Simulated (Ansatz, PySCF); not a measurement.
Molecule: dimethylborinic acid, C₂H₇BO, net charge 0, singlet state. 
Structure (B3LYP-D3(BJ)/def2-TZVP (Ansatz, a program for electronic structure) minimum search):
SMILES: CB(C)O
```xyz
11

B     -0.0050     0.0703    -0.0221
C      1.5173    -0.3198    -0.0309
C     -1.1279    -0.9532     0.4046
O     -0.3187     1.3442    -0.4059
H      2.1405     0.4104    -0.5486
H      1.6831    -1.3053    -0.4747
H      1.8795    -0.3938     1.0012
H     -2.1120    -0.5043     0.5658
H     -1.2404    -1.7136    -0.3766
H     -0.8513    -1.4984     1.3110
H     -1.2611     1.5379    -0.3623
```

Dipole moments at this geometry, in debye (magnitudes).

```csv
level,program,dipole (D)
HF/def2-TZVPD,PySCF,1.50
SVWN5/def2-TZVPD,Ansatz,(withheld)
PBE/def2-TZVPD,Ansatz,1.32
revPBE/def2-TZVPD,Ansatz,1.31
r2SCAN/def2-TZVPD,PySCF,1.36
PBE0/def2-TZVPD,Ansatz,1.38
TPSSh/def2-TZVPD,PySCF,1.35
r2SCAN0/def2-TZVPD,Ansatz,1.40
M06-2X/def2-TZVPD,PySCF,1.41
HSE06/def2-TZVPD,Ansatz,1.38
LC-wPBE/def2-TZVPD,Ansatz,1.44
wB97M-V/def2-TZVPD,Ansatz,1.39
CCSD(T)/aug-cc-pVDZ,Ansatz,(withheld)
```

Task: What belongs in the gaps?

Result: 
- SVWN5/def2-TZVPD, dipole (D): 1.37
- CCSD(T)/aug-cc-pVDZ, dipole (D): 1.37
